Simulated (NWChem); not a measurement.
System: CH4AlFOS; SMILES C[O][Al]([F])[SH]

Input file for NWChem:

```
start job
memory heap 200 mb stack 900 mb global 1100 mb
geometry units angstroms noautoz
  Al    -0.182499    -0.103829     0.051388
  F     -1.805639    -0.055965     0.405920
  O      0.737148     1.285903    -0.092771
  C      0.726421     2.672771    -0.037048
  H      1.045025     3.101312    -1.003151
  H     -0.271638     3.082837     0.200518
  H      1.430697     3.034246     0.732360
  S      0.764508    -2.028443    -0.231395
  H     -0.390453    -2.695606    -0.007336
end
basis spherical
  Al library def2-svp
  F library def2-svp
  O library def2-svp
  C library def2-svp
  H library def2-svp
  S library def2-svp
end
dft
  xc mn15-l
  iterations 150
  mulliken
end
task dft energy
```

Parts of the log:

```
             Northwest Computational Chemistry Package (NWChem) 7.3.0
             --------------------------------------------------------

 C1  symmetry detected

                             Geometry "geometry" -> ""
                             -------------------------

 Output coordinates in angstroms (scale by  1.889725989 to convert to a.u.)

  No.       Tag          Charge          X              Y              Z
 ---- ---------------- ---------- -------------- -------------- --------------
    1 Al                  13.0000    -0.29102669    -0.07358998     0.00028158
    2 F                    9.0000    -1.95157267    -0.00179658    -0.00006576
    3 O                    8.0000     0.65817096     1.30369388     0.00093967
    4 C                    6.0000     0.65582450     2.69171939    -0.00068198
    5 H                    1.0000     1.17807417     3.07849647    -0.89296538
    6 H                    1.0000    -0.36390790     3.11697485     0.00345669
    7 H                    1.0000     1.18615885     3.08027101     0.88612727
    8 S                   16.0000     0.66662026    -2.01365175    -0.00014690
    9 H                    1.0000    -0.51906296    -2.66434272    -0.00076225

 Effective nuclear repulsion energy (a.u.)     270.7893870287

                                 NWChem DFT Module
                                 -----------------

 Summary of "ao basis" -> "ao basis" (spherical)
 ------------------------------------------------------------------------------
       Tag                 Description            Shells   Functions and Types
 ---------------- ------------------------------  ------  ---------------------
 Al                         def2-svp                 8       18   4s3p1d
 F                          def2-svp                 6       14   3s2p1d
 O                          def2-svp                 6       14   3s2p1d
 C                          def2-svp                 6       14   3s2p1d
 H                          def2-svp                 3        5   2s1p
 S                          def2-svp                 8       18   4s3p1d

            General Information
            -------------------
          SCF calculation type: DFT
          Wavefunction type:  closed shell.
          No. of atoms     :     9
          No. of electrons :    56
           Alpha electrons :    28
            Beta electrons :    28
          Charge           :     0
          Spin multiplicity:     1
          Use of symmetry is: off; symmetry adaption is: off
          Maximum number of iterations: 150
          AO basis - number of functions:    98
                     number of shells:    46
          Convergence on energy requested:  1.00D-06
          Convergence on density requested:  1.00D-05
          Convergence on gradient requested:  5.00D-04

              XC Information
              --------------
                       MN15-L Method XC Functional
                        MN15-L Exchange Functional  1.000
                      MN15-L Correlation Potential  1.000

             Grid Information
             ----------------
          Grid used for XC integration:  medium
          Radial quadrature: Mura-Knowles
          Angular quadrature: Lebedev.
          Tag              B.-S. Rad. Rad. Pts. Rad. Cut. Ang. Pts.
          ---              ---------- --------- --------- ---------
          Al                  1.25       88          10.0       590
          F                   0.50       49          11.0       434
          O                   0.60       49          11.0       434
          C                   0.70       49          13.0       434
          H                   0.35       45          14.0       434
          S                   1.00       88          12.0       590
          Grid pruning is: on
          Number of quadrature shells:   503
          Spatial weights used:  Erf1

      Superposition of Atomic Density Guess
      -------------------------------------

 Sum of atomic energies:        -852.74432746

      Non-variational initial energy
      ------------------------------

 Total energy =    -854.147577
 1-e energy   =   -1719.264659
 2-e energy   =     594.327696
 HOMO         =      -0.337467
 LUMO         =      -0.029871

     ---------------------------------------------
      Total Density - Mulliken Population Analysis
     ---------------------------------------------

    Atom       Charge   Shell Charges
 -----------   ------   -------------------------------------------------------
    1 Al  13    11.53   2.00  1.99  0.60  0.06  5.93  0.49  0.23  0.23
    2 F    9     9.67   1.99  1.15  0.79  3.56  2.18  0.00
    3 O    8     8.90   1.99  1.10  0.66  3.12  2.02  0.01
    4 C    6     5.84   1.99  0.91  0.21  1.84  0.84  0.05
    5 H    1     0.93   0.69  0.22  0.02
    6 H    1     0.93   0.69  0.22  0.02
    7 H    1     0.93   0.69  0.22  0.02
    8 S   16    16.47   2.00  1.99  1.20  0.64  5.94  1.80  2.88  0.02
    9 H    1     0.78   0.57  0.18  0.03

   convergence    iter        energy       DeltaE   RMS-Dens  Diis-err
 ---------------- ----- ----------------- --------- --------- ---------
 d= 0,ls=0.0,diis     1   -855.5029845564 -1.13D+03  1.52D-02  1.25D+00
 d= 0,ls=0.0,diis     2   -855.3864468012  1.17D-01  9.68D-03  2.40D+00
 d= 0,ls=0.0,diis     3   -855.6120306452 -2.26D-01  1.66D-03  4.33D-02
 d= 0,ls=0.0,diis     4   -855.6154998386 -3.47D-03  7.04D-04  6.15D-03
 d= 0,ls=0.0,diis     5   -855.6163696062 -8.70D-04  1.25D-04  2.64D-04
  Resetting Diis
 d= 0,ls=0.0,diis     6   -855.6163927209 -2.31D-05  4.94D-05  4.36D-05
 d= 0,ls=0.0,diis     7   -855.6163976740 -4.95D-06  1.76D-05  9.43D-07
 d= 0,ls=0.0,diis     8   -855.6163976302  4.38D-08  9.47D-06  1.38D-06

         Total DFT energy =     -855.616397630240
      One electron energy =    -1722.388038989893
           Coulomb energy =      665.983377479599
    Exchange-Corr. energy =      -70.001123148658
 Nuclear repulsion energy =      270.789387028712

 Numeric. integr. density =       56.000003813182

                       DFT Final Molecular Orbital Analysis
                       ------------------------------------

 Vector   26  Occ=2.000000D+00  E=-2.756907D-01
              MO Center=  6.4D-01,  1.1D+00,  1.0D-04, r^2= 3.8D+00
   Bfn.  Coefficient  Atom+Function         Bfn.  Coefficient  Atom+Function
  ----- ------------  ---------------      ----- ------------  ---------------
    38      0.441412  3 O  pz                41      0.367476  3 O  pz
    88      0.244099  8 S  pz                61      0.200940  5 H  s
    71     -0.201178  7 H  s                 52     -0.197773  4 C  pz
    85      0.173443  8 S  pz                13      0.129563  1 Al pz
    62      0.120352  5 H  s                 72     -0.120467  7 H  s

 Vector   27  Occ=2.000000D+00  E=-2.744108D-01
              MO Center=  5.1D-01,  1.8D+00,  7.8D-04, r^2= 1.9D+00
   Bfn.  Coefficient  Atom+Function         Bfn.  Coefficient  Atom+Function
  ----- ------------  ---------------      ----- ------------  ---------------
    36      0.503894  3 O  px                39      0.404518  3 O  px
    66      0.264732  6 H  s                 50     -0.214234  4 C  px
    67      0.179181  6 H  s                 61     -0.125357  5 H  s
    71     -0.125439  7 H  s                  3     -0.097173  1 Al s
    11      0.080618  1 Al px                62     -0.076839  5 H  s

 Vector   28  Occ=2.000000D+00  E=-2.540145D-01
              MO Center=  6.2D-01, -1.2D+00, -3.2D-04, r^2= 3.7D+00
   Bfn.  Coefficient  Atom+Function         Bfn.  Coefficient  Atom+Function
  ----- ------------  ---------------      ----- ------------  ---------------
    88      0.583208  8 S  pz                85      0.387092  8 S  pz
    38     -0.248479  3 O  pz                82      0.224878  8 S  pz
    41     -0.209944  3 O  pz                61     -0.101175  5 H  s
    71      0.100580  7 H  s                 52      0.088905  4 C  pz
    15     -0.073142  1 Al d -1              62     -0.069246  5 H  s

 Vector   29  Occ=0.000000D+00  E=-3.083476D-02
              MO Center= -3.4D-01, -1.2D-01,  3.6D-04, r^2= 4.8D+00
   Bfn.  Coefficient  Atom+Function         Bfn.  Coefficient  Atom+Function
  ----- ------------  ---------------      ----- ------------  ---------------
     4      1.232588  1 Al s                 79     -0.411386  8 S  s
    35     -0.323803  3 O  s                 87     -0.296933  8 S  py
    21     -0.245392  2 F  s                 86      0.208815  8 S  px
     2      0.207056  1 Al s                 49     -0.193386  4 C  s
    78     -0.172614  8 S  s                 16      0.146461  1 Al d  0

 Vector   30  Occ=0.000000D+00  E=-5.987870D-03
              MO Center= -2.2D-01, -1.6D-01, -4.6D-04, r^2= 4.3D+00
   Bfn.  Coefficient  Atom+Function         Bfn.  Coefficient  Atom+Function
  ----- ------------  ---------------      ----- ------------  ---------------
    13      0.828896  1 Al pz                10      0.337245  1 Al pz
    88     -0.334040  8 S  pz                41     -0.206659  3 O  pz
    38     -0.193287  3 O  pz                24      0.175904  2 F  pz
    27     -0.174717  2 F  pz                 7     -0.173448  1 Al pz
    85     -0.156887  8 S  pz                62     -0.134959  5 H  s

 Vector   31  Occ=0.000000D+00  E= 1.794548D-02
              MO Center= -5.9D-02, -2.0D+00, -3.4D-04, r^2= 3.6D+00
   Bfn.  Coefficient  Atom+Function         Bfn.  Coefficient  Atom+Function
  ----- ------------  ---------------      ----- ------------  ---------------
    95      1.151873  9 H  s                 79     -0.781015  8 S  s
    86      0.623053  8 S  px                87      0.485750  8 S  py
    11      0.392382  1 Al px                94      0.375324  9 H  s
     3     -0.295403  1 Al s                 84      0.161153  8 S  py
    83      0.159313  8 S  px                67     -0.138403  6 H  s

     ---------------------------------------------
      Total Density - Mulliken Population Analysis
     ---------------------------------------------

    Atom       Charge   Shell Charges
 -----------   ------   -------------------------------------------------------
    1 Al  13    11.85   2.00  1.98  0.53 -0.02  5.93  0.71  0.34  0.37
    2 F    9     9.47   1.99  1.13  0.83  3.29  2.23  0.00
    3 O    8     8.71   1.99  1.06  0.74  2.84  2.07  0.01
    4 C    6     5.76   1.99  0.88  0.16  1.95  0.73  0.06
    5 H    1     0.97   0.75  0.19  0.03
    6 H    1     0.98   0.76  0.20  0.03
    7 H    1     0.97   0.75  0.19  0.03
    8 S   16    16.38   2.00  1.98  1.13  0.77  5.93  1.77  2.76  0.04
    9 H    1     0.89   0.70  0.16  0.04

     -------------------------------------------
      Total Density - Lowdin Population Analysis
     -------------------------------------------

    Atom       Charge   Shell Charges
 -----------   ------   -------------------------------------------------------
    1 Al  13    12.57   2.00  1.92  0.46  0.18  5.82  0.91  0.62  0.66
    2 F    9     9.26   1.98  1.02  0.77  3.18  2.31  0.00
    3 O    8     8.29   1.97  0.89  0.58  2.72  2.10  0.01
    4 C    6     5.89   1.96  0.57  0.31  1.75  1.16  0.14
    5 H    1     0.99   0.66  0.27  0.06
    6 H    1     1.00   0.66  0.27  0.07
    7 H    1     0.99   0.66  0.27  0.06
    8 S   16    16.02   2.00  1.95  0.93  0.70  5.81  1.87  2.71  0.05
    9 H    1     1.00   0.61  0.31  0.08

     Multipole analysis of the density
     ---------------------------------

     L   x y z        total         alpha         beta         nuclear
     -   - - -        -----         -----         ----         -------
     0   0 0 0     -0.000000    -28.000000    -28.000000     56.000000

     1   1 0 0     -0.086804     -0.043402     -0.043402      0.000000
     1   0 1 0      0.427715      0.213858      0.213858      0.000000
     1   0 0 1     -0.000765     -0.000382     -0.000382      0.000000

     2   2 0 0    -36.515598   -110.626471   -110.626471    184.737345
     2   1 1 0      2.709996     -5.461759     -5.461759     13.633514
     2   1 0 1     -0.001348      0.001053      0.001053     -0.003453
     2   0 2 0    -29.127071   -296.312743   -296.312743    563.498416
     2   0 1 1     -0.002578      0.004822      0.004822     -0.012222
     2   0 0 2    -30.329529    -17.990606    -17.990606      5.651682
```

Level: MN15-L/def2-SVP. The geometry was optimised at PBE0/def2-SVP.
